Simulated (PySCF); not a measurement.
Al(OH)(OMe)(SiH3) (CH7AlO2Si), SMILES [OH][Al]([SiH3])[O]C. Atoms are numbered in the order given.

```xyz
12

Al     0.2465    -0.1074     0.2024
O      1.5100    -0.7008     1.1812
H      2.0834    -1.4589     1.0415
O     -0.2036    -0.8341    -1.2636
C      0.0927    -1.8891    -2.1252
H      0.3730    -1.5107    -3.1254
H      0.9278    -2.5207    -1.7627
H     -0.7869    -2.5458    -2.2566
Si    -0.9428     1.8660     0.9621
H     -1.5420     1.6450     2.3148
H     -2.0468     2.2386     0.0266
H     -0.0201     3.0384     1.0716
```
Charge 0, spin multiplicity 1.

Geometry optimised at B3LYP-D3(BJ)/def2-SVP. Other conformers were not sampled.

These are PySCF with TDA-PBE/def2-SVPD values and carry that method's errors.

Vertical excitations. The molecule is in vacuum.

```json
[
 {"state": "S1", "energy (eV)": "5.25", "λ (nm)": "236", "f": "0.001", "main pairs": "HOMO→LUMO 92 %"},
 {"state": "S2", "energy (eV)": "5.47", "λ (nm)": "227", "f": "0.012", "main pairs": "HOMO→LUMO+1 51 %, HOMO−1→LUMO 42 %"},
 {"state": "S3", "energy (eV)": "5.52", "λ (nm)": "225", "f": "0.000", "main pairs": "HOMO−1→LUMO+1 95 %"},
 {"state": "S4", "energy (eV)": "5.72", "λ (nm)": "217", "f": "0.064", "main pairs": "HOMO−1→LUMO 46 %, HOMO→LUMO+1 44 %"},
 {"state": "S5", "energy (eV)": "6.10", "λ (nm)": "203", "f": "0.129", "main pairs": "HOMO−2→LUMO+1 80 %"},
 {"state": "S6", "energy (eV)": "6.12", "λ (nm)": "203", "f": "0.030", "main pairs": "HOMO−2→LUMO 66 %, HOMO−1→LUMO+2 16 %"},
 {"state": "S7", "energy (eV)": "6.25", "λ (nm)": "198", "f": "0.013", "main pairs": "HOMO−1→LUMO+2 73 %, HOMO−2→LUMO 12 %"},
 {"state": "S8", "energy (eV)": "6.27", "λ (nm)": "198", "f": "0.043", "main pairs": "HOMO→LUMO+2 78 %"},
 {"state": "S9", "energy (eV)": "6.58", "λ (nm)": "188", "f": "0.142", "main pairs": "HOMO−3→LUMO 72 %"},
 {"state": "S10", "energy (eV)": "6.60", "λ (nm)": "188", "f": "0.027", "main pairs": "HOMO−4→LUMO 47 %, HOMO−3→LUMO+1 44 %"},
 {"state": "T1", "energy (eV)": "4.87", "λ (nm)": "254", "f": "0", "main pairs": "HOMO−2→LUMO 81 %, HOMO→LUMO 15 %"},
 {"state": "T2", "energy (eV)": "4.99", "λ (nm)": "249", "f": "0", "main pairs": "HOMO−1→LUMO 91 %"},
 {"state": "T3", "energy (eV)": "5.16", "λ (nm)": "240", "f": "0", "main pairs": "HOMO→LUMO 77 %, HOMO−2→LUMO 17 %"},
 {"state": "T4", "energy (eV)": "5.38", "λ (nm)": "230", "f": "0", "main pairs": "HOMO−1→LUMO+1 50 %, HOMO→LUMO+1 47 %"}
]
```
Triplets are in the Tamm–Dancoff approximation.
